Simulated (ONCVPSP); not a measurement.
Building the ONCV potential for O (PBEsol, scalar-relativistic).

The input file (ONCVPSP 4.0.1):

```
# ATOM AND REFERENCE CONFIGURATION
# atsym  z   nc   nv     iexc    psfile
  O 8.00    1    2  -116133      upf
#
#   n    l    f
    1    0    2.00
    2    0    1.50
    2    1    4.50
#
# PSEUDOPOTENTIAL AND OPTIMIZATION
# lmax
    2
#
#   l,   rc,      ep,       ncon, nbas, qcut
    0    0.60    0.00    3    7    9.90
    1    1.90    0.00    5   10    7.80
    2    1.80    0.09    4    7    5.00
#
# LOCAL POTENTIAL
# lloc, lpopt,  rc(5),   dvloc0
    0    5    0.60    0.00
#
# VANDERBILT-KLEINMAN-BYLANDER PROJECTORs
# l, nproj, debl
    0    0    0.40
    1    2    3.30
    2    2    3.40
#
# MODEL CORE CHARGE
# icmod, fcfact, rcfact
    3    4.25    1.55
#
# LOG DERIVATIVE ANALYSIS
# epsh1, epsh2, depsh
   -2.00    5.00    0.02
#
# OUTPUT GRID
# rlmax, drl
    6.00    0.01
#
# TEST CONFIGURATIONS
# ncnf
    4
# nvcnf
#   n    l    f
    2
    2    0    2.00
    2    1    4.00
#
    2
    2    0    2.00
    2    1    3.00
#
    2
    2    0    2.00
    2    1    2.00
#
    2
    2    0    2.00
    2    1    1.00
#
```

Command:

```bash
oncvpsp.x < O.dat > O.out
```

Output (shortened: citation, most of the input echo, consistency checks and plot data are left out):

```
ONCVPSP  (Optimized Norm-Conservinng Vanderbilt PSeudopotential)
scalar-relativistic version 4.0.1

#   n    l    f        energy (Ha)
    1    0    2.00    -1.8856949E+01
    2    0    1.50    -8.8363286E-01
    2    1    4.50    -3.3773964E-01

Reference configufation results
  iterations    20
  all-electron total energy (Ha)   -7.44760851D+01

Begin loop to  construct optimized pseudo wave functions
and semi-local pseudopoentials for all angular momenta

Calculating optimized projector #   1

 for l=   0

    Fraction of norm inside rc  0.113322
    Optimizing pswf for qcut=   9.93 a_B^-1,  ecut=  49.32 Ha
    Residual kinetic energy error=  4.96D-04 Ha

    Energy error per electron        Cutoff
         Ha          eV             Ha
         0.01000     0.27211       28.11
         0.00100     0.02721       41.54
         0.00010     0.00272      362.33

   Wellstate for l =  1  n =  5
     eigenvalue =   2.9623
     asymptotic potential =   3.4623
     half-point radius =  3.9762

Calculating optimized projector #   1

 for l=   1

    Fraction of norm inside rc  0.838510
    Optimizing pswf for qcut=   7.80 a_B^-1,  ecut=  30.39 Ha
    Residual kinetic energy error=  1.99D-06 Ha

    Energy error per electron        Cutoff
         Ha          eV             Ha
         0.01000     0.27211       17.01
         0.00100     0.02721       21.73
         0.00010     0.00272       25.32
         0.00001     0.00027       28.15

Calculating optimized projector #   2

 for l=   1

    Fraction of norm inside rc  0.164419
    Optimizing pswf for qcut=   7.80 a_B^-1,  ecut=  30.39 Ha
    Residual kinetic energy error=  4.07D-05 Ha

    Energy error per electron        Cutoff
         Ha          eV             Ha
         0.01000     0.27211       19.52
         0.00100     0.02721       24.77
         0.00010     0.00272       28.82
         0.00001     0.00027       59.87

   Wellstate for l =  2  n =  3
     eigenvalue =   0.0900
     asymptotic potential =   0.5900
     half-point radius = 22.1968

   Wellstate for l =  2  n =  5
     eigenvalue =   3.4900
     asymptotic potential =   3.9900
     half-point radius =  3.5176

Calculating optimized projector #   1

 for l=   2

    Fraction of norm inside rc  0.000403
    Optimizing pswf for qcut=   5.00 a_B^-1,  ecut=  12.48 Ha
    Residual kinetic energy error=  2.60D-07 Ha

    Energy error per electron        Cutoff
         Ha          eV             Ha
         0.01000     0.27211        0.16
         0.00100     0.02721        0.43
         0.00010     0.00272        1.64
         0.00001     0.00027        5.26

Calculating optimized projector #   2

 for l=   2

    Fraction of norm inside rc  0.173360
    Optimizing pswf for qcut=   5.00 a_B^-1,  ecut=  12.48 Ha
    Residual kinetic energy error=  1.17D-02 Ha

    Energy error per electron        Cutoff
         Ha          eV             Ha
         0.01000     0.27211       12.91
         0.00100     0.02721       25.10
         0.00010     0.00272       59.51
         0.00001     0.00027       70.28

Construct Vanderbilt / Kleinmman-Bylander projectors

B matrix Hermiticity error, ll=   1
   1   2    7.2650E-05

  Orthonormal projector coefficients -6.3755E+00 -9.1847E-01

B matrix Hermiticity error, ll=   2
   1   2   -2.8150E-06

  Orthonormal projector coefficients -3.4805E+00 -2.2562E+00

Model core correction analysis
  based on d2Exc/dn_idn_j

d2excae - all-electron derivatives

   -5.328906D-02   -4.603087D-02
   -4.603292D-02   -4.448123D-02

d2excps - pseudofunction derivatives with no core correction

   -5.236147D-02   -4.797870D-02
   -4.797970D-02   -4.493551D-02

rms 2nd derivative error    1.470611E-03

rmatch, rhocmatch    0.4015    8.2041

Teter function model core charge with specified parameters

d2excps - pseudofunction derivatives with core correction

   -5.039819D-02   -4.646181D-02
   -4.646275D-02   -4.373559D-02

rms 2nd derivative error    1.523445E-03

Pseudoatom total energy  -15.200273

Diagnostic tests using Vanderbilt-Kleinman-Bylander pseudopotentials
  1 or more projectors used as specified by nproj input data

   l    rcore       rmatch      e in        delta e   norm test  slope test

   0   0.6031116   0.6214234  -0.8836329  -0.0000658   0.9999644   1.0000847

   1   1.9019978   1.9597466  -0.3377396  -0.0000008   1.0000202   1.0000254
   1   1.9019978   1.9597466   2.9622604   0.0000160   1.0000436   1.0000436

   2   1.8023046   1.8570265   0.0900000   0.0000034   1.0000161   1.0000161
   2   1.8023046   1.8570265   3.4900000  -0.0000025   1.0001964   1.0001964

 Testing for bound ghosts
   n   l    E NL Schr. Eq   E Basis Diag.   E Cutoff

   2   1       -0.337740       -0.336884    138.24

 Testing for highly-localized positive-energy ghosts
       l    <radius>/rc     E Basis Diag.   E Cutoff

Test configuration 0

   n   l     f        eae           eps        diff
   1   0  2.0000  -18.85694876
   2   0  1.5000   -0.88363286   -0.88369864   -6.58D-05
   2   1  4.5000   -0.33773964   -0.33774042   -7.87D-07

    Total energies and differences
      AE_ref= -7.44760851D+01  AE_tst= -7.44760851D+01  dif=  0.00D+00
      PS_ref= -1.52002735D+01  PS_tst= -1.52002735D+01  dif= -1.76D-13
      PSP excitation error=  1.76D-13

Test configuration 1

   n   l     f        eae           eps        diff
   1   0  2.0000  -18.84405558
   2   0  2.0000   -0.87494968   -0.87377294    1.18D-03
   2   1  4.0000   -0.32979645   -0.32852747    1.27D-03

    Total energies and differences
      AE_ref= -7.44760851D+01  AE_tst= -7.47488464D+01  dif= -2.73D-01
      PS_ref= -1.52002735D+01  PS_tst= -1.54730767D+01  dif= -2.73D-01
      PSP excitation error=  4.20D-05

Test configuration 2

   n   l     f        eae           eps        diff
   1   0  2.0000  -19.53636641
   2   0  2.0000   -1.45099116   -1.44715260    3.84D-03
   2   1  3.0000   -0.89529505   -0.88622905    9.07D-03

    Total energies and differences
      AE_ref= -7.44760851D+01  AE_tst= -7.41476423D+01  dif=  3.28D-01
      PS_ref= -1.52002735D+01  PS_tst= -1.48761845D+01  dif=  3.24D-01
      PSP excitation error=  4.35D-03

Test configuration 3

   n   l     f        eae           eps        diff
   1   0  2.0000  -20.42356599
   2   0  2.0000   -2.13629191   -2.12291429    1.34D-02
   2   1  2.0000   -1.58428943   -1.55379056    3.05D-02

    Total energies and differences
      AE_ref= -7.44760851D+01  AE_tst= -7.29173588D+01  dif=  1.56D+00
      PS_ref= -1.52002735D+01  PS_tst= -1.36641945D+01  dif=  1.54D+00
      PSP excitation error=  2.26D-02

Test configuration 4

   n   l     f        eae           eps        diff
   1   0  2.0000  -21.48996181
   2   0  2.0000   -2.91170515   -2.87722513    3.45D-02
   2   1  1.0000   -2.37983204   -2.30701707    7.28D-02

    Total energies and differences
      AE_ref= -7.44760851D+01  AE_tst= -7.09436692D+01  dif=  3.53D+00
      PS_ref= -1.52002735D+01  PS_tst= -1.17400740D+01  dif=  3.46D+00
      PSP excitation error=  7.22D-02
```

The run took about 2.2 s on one core of a shared server CPU.
